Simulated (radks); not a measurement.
The numbers below are computed, except where a source is named.
Problem. I-, 54 electrons, occupied as [Xe]. Code: a radial shooting solver on a logarithmic mesh with Libxc functionals. Model: scalar-relativistic Kohn-Sham, r2SCAN, spin-polarised, spherical densities, finite nucleus; meta-GGA in the generalised Kohn-Sham scheme; Fermi nuclear charge, rms radius 4.75 fm; hard spherical wall at 3 bohr. Some entries of the table are withheld. Estimate them.

orbital,occ.,eigenvalue (eV),<1/r> (bohr^-1),r(max) (bohr)
1s,2,-33003.66,56.83,0.01754
2s,2,-5085.360,13.04,0.09906
2p,6,-4557.341,12.45,0.07950
3s,2,-1004.688,4.682,0.2853
3p,6,-832.4822,4.444,0.2792
3d,10,-574.9535,4.197,0.2322
4s,2,-151.0307,(1),0.6819
4p,6,-97.0491,1.712,0.7166
4d,10,(2),(3),0.7829
5s,2,12.1222,0.7438,1.696
5p,6,26.5685,0.7094,(4)
5d,0,51.5588,0.7262,(5)
4f,0,52.3969,0.7892,1.618
6s,0,(6),0.8305,2.375

Solution. 
(1) 4s <1/r> (bohr^-1): 1.873
(2) 4d eigenvalue (eV): -18.5961
(3) 4d <1/r> (bohr^-1): 1.410
(4) 5p r(max) (bohr): 1.844
(5) 5d r(max) (bohr): 2.045
(6) 6s eigenvalue (eV): 91.2090
